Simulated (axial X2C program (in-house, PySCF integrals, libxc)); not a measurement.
# Levels of HfN by electron attachment to HfN⁺ (EOM-EA-CCSD)

Computed with an axial X2C code built on PySCF integrals: two-component X2C with atomic mean-field Coulomb and Gaunt terms, Gaussian nuclei, basis Hf dyall-acv3z, N dyall-av3z with contracted cores.

R = 1.781 Å (1.045 times 1.704 Å, the PBE0 minimum at charge 0 for the lowest determinant).

Levels of HfN obtained by attaching an electron to HfN⁺:

```tsv
Ω	binding energy (eV)	above lowest (cm⁻¹)	attached spinor	one-particle weight
1/2	7.469	0	60% Hf sσ, 12% Hf dσ, 12% N pσ	0.97
3/2	5.493	15940	95% Hf dδ	0.95
5/2	5.251	17887	95% Hf dδ	0.96
1/2	4.874	20927	61% Hf pπ, 23% Hf dπ, 11% N pπ	0.97
3/2	4.567	23402	64% Hf pπ, 23% Hf dπ, 12% N pπ	0.97
1/2	3.879	28954	44% Hf pσ, 34% Hf dσ, 9% N pσ	0.97
1/2	2.268	41946	78% Hf sσ, 12% Hf pσ, 7% Hf dσ	0.99
```

(1) Take the first Ω = 1/2 and Ω = 3/2 rows of π character: how far apart are they, and which lies lower?

This point took 28 s on 1 thread of Arm Neoverse V1, on a shared host.

Reference electrons by ω block (each with its −ω partner): 1/2: 23, 3/2: 11, 5/2: 4, 7/2: 1. 16 electrons of HfN⁺ correlated (inner shells frozen), 88 natural virtual spinors (a truncated set); levels can be off by some tenths of an eV. Roots sought by Ω: (1/2: 5, 3/2: 4, 5/2: 2, 7/2: 1); rows need 60 % one-particle weight and stop where some Ω has no more roots. Missing are any skipped roots, higher Ω and states of a further excitation; these come out far too high here and may in truth be low or lowest. T1 of the reference 0.034 (Lee–Taylor). The reference was not checked to be the lowest state of its species. Number of frozen shells: Hf 4 s, 3 p, 2 d, 1 f; N 1 s. Large amplitudes in the reference (orbital relaxation or multireference character) lower the reliability.

Answers

(1) E(3/2) − E(1/2) = 23402 − 20927 = 2475 cm⁻¹ at EOM-EA-CCSD: regular, Ω = 1/2 lower. Splittings at this level can be off by ten to twenty per cent.
